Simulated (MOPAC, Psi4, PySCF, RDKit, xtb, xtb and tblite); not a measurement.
Two geometries of C₈H₈O₂, SMILES Cc1ccccc1C(=O)O, singlet, relaxed at GFN2-xTB with one dihedral held; other torsions can differ between them too.

Structure A

```
18

C      0.8966    -1.9859    -0.1766
C     -0.0533    -0.8439    -0.0359
C     -1.4122    -1.0993     0.1090
C     -2.3335    -0.0777     0.2454
C     -1.9093     1.2417     0.2404
C     -0.5670     1.5219     0.0958
C      0.3721     0.4963    -0.0410
C      1.7970     0.8511    -0.1975
O      2.7058     0.0728    -0.3308
O      2.0437     2.1872    -0.0202
H      0.3678    -2.9341    -0.1147
H      1.6575    -1.9463     0.6005
H      1.4216    -1.9304    -1.1287
H     -1.7528    -2.1249     0.1157
H     -3.3826    -0.3100     0.3561
H     -2.6226     2.0449     0.3474
H     -0.2240     2.5448     0.0950
H      2.5260     2.5570    -0.7674
```

Structure B

```
18

C     -0.8861    -2.0009    -0.1875
C      0.0630    -0.8597    -0.0339
C      1.4279    -1.1118     0.0466
C      2.3486    -0.0905     0.1885
C      1.9178     1.2250     0.2537
C      0.5690     1.5018     0.1770
C     -0.3684     0.4764     0.0309
C     -1.8015     0.8274    -0.0420
O     -2.7179     0.0480    -0.1189
O     -2.0138     2.1662    -0.1680
H     -0.3456    -2.9415    -0.2632
H     -1.5662    -2.0465     0.6613
H     -1.5035    -1.8677    -1.0737
H      1.7737    -2.1345    -0.0037
H      3.4024    -0.3201     0.2489
H      2.6306     2.0280     0.3651
H      0.2218     2.5220     0.2246
H     -2.7820     2.4413     0.3478
```

Q: Which is lower in energy at the level PBE0-D3(BJ)/def2-SVP // GFN2-xTB (Psi4), and by how much?

A: B is lower, by 12.91 kJ/mol (dihedral O9–C8–O10–H18: 60° in A, 45° in B).

E(B) − E(A) in kJ/mol at the other levels, on the same two geometries: GFN2-xTB (xtb and tblite) -12.74; MMFF94 // GFN2-xTB (RDKit) -15.23; PBE0/def2-SVP // GFN2-xTB (Psi4) -12.95; PBE/def2-SVP // GFN2-xTB (Psi4) -13.00; PBE-D3(BJ)/def2-SVP // GFN2-xTB (Psi4) -12.95; UFF // GFN2-xTB (RDKit) -7.01; PM7, restricted, heats of formation // GFN2-xTB (MOPAC) -8.46; AM1, restricted, heats of formation // GFN2-xTB (MOPAC) -9.39; GFN1-xTB // GFN2-xTB (xtb) -12.06; restricted B3LYP/6-31G*, spherical d, density fitting // GFN2-xTB (PySCF) -13.01; restricted Hartree-Fock/STO-3G // GFN2-xTB (PySCF) -9.80; restricted MP2 (frozen core)/6-31G*, spherical d // GFN2-xTB (PySCF) -13.59.
